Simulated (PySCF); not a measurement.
This PySCF input asks for the NMR shieldings of `C=C(F)BCC1CCCC1`, C8H14BF; the geometry comes from GFN2-xTB.

```python
import basis_set_exchange as bse
import numpy as np
from pyscf import gto, dft
from pyscf.prop import nmr

atoms = """
C     4.543893    0.243199   -0.285809
C     3.351015    0.029694    0.269313
F     3.328814   -0.035446    1.635408
B     1.999197   -0.163611   -0.471648
C     0.716993   -0.520111    0.357303
C    -0.626405   -0.439698   -0.366481
C    -1.808655   -0.946820    0.462702
C    -3.014538   -0.384782   -0.282595
C    -2.576942    1.031477   -0.678306
C    -1.036995    0.998672   -0.720777
H     4.638689    0.305841   -1.353220
H     5.439902    0.355537    0.303282
H     2.000055   -0.073336   -1.636973
H     0.664606    0.072162    1.276634
H     0.852723   -1.550621    0.711542
H    -0.570568   -1.031292   -1.285767
H    -1.761213   -0.526486    1.469302
H    -1.832567   -2.033464    0.542299
H    -3.202682   -0.984017   -1.175369
H    -3.921440   -0.382402    0.321046
H    -3.002849    1.324339   -1.637171
H    -2.919894    1.750380    0.066304
H    -0.648860    1.290897   -1.695289
H    -0.624015    1.689655    0.015291
"""
names = dict.fromkeys(["C", "F", "B", "H"], "pcSseg-1")
basis = {el: gto.basis.parse(bse.get_basis(n, elements=[el], fmt="nwchem")) for el, n in names.items()}
mol = gto.M(atom=atoms, basis=basis, charge=0, verbose=0)
mf = dft.RKS(mol, xc="PBE0")
mf.grids.level = 2
mf.grids.alignment = dft.numint.BLKSIZE   # the property module wants whole blocks of grid points
mf.conv_tol = 1e-9
mf.kernel()

calc = nmr.RKS(mf)   # GIAO
C = mf.mo_coeff
Co = C[:, mf.mo_occ > 0]
resp = mf.gen_response(singlet=True, hermi=2)
def vind(x):   # induced exchange potential for any number of trial vectors
    d = np.einsum("pi,xij,qj->xpq", C, 2 * x.reshape(-1, C.shape[1], Co.shape[1]), Co, optimize=True)
    return np.einsum("xpq,pi,qj->xij", resp(d - d.transpose(0, 2, 1)), C, Co, optimize=True).ravel()
mo1, _ = nmr.rhf.solve_mo1(calc, with_cphf=vind)
sigma = calc.kernel(mo1)
for i, s in enumerate(sigma):   # ppm
    print("%2d %-2s %9.2f" % (i, mol.atom_pure_symbol(i), np.trace(s) / 3))
```

**Question.** Give the expected output.

**Answer.** 
```
 0 C      55.74
 1 C      -2.12
 2 F     272.46
 3 B      25.14
 4 C     147.99
 5 C     142.66
 6 C     145.45
 7 C     156.56
 8 C     159.49
 9 C     151.71
10 H      25.97
11 H      25.49
12 H      24.78
13 H      30.01
14 H      30.07
15 H      29.58
16 H      30.71
17 H      29.92
18 H      30.14
19 H      29.93
20 H      29.89
21 H      29.97
22 H      29.65
23 H      30.88
```

These numbers come from an equivalent density-fitted implementation of the same equations, which agrees with the script to about 0.01 ppm for H and up to a few tenths of a ppm for heavy atoms, so last digits may differ.

Size and cost of the density-fitted run: 240 basis functions, 110 s wall time on 1 thread of an Arm Neoverse N1, shared host; peak memory 1.1 GiB.
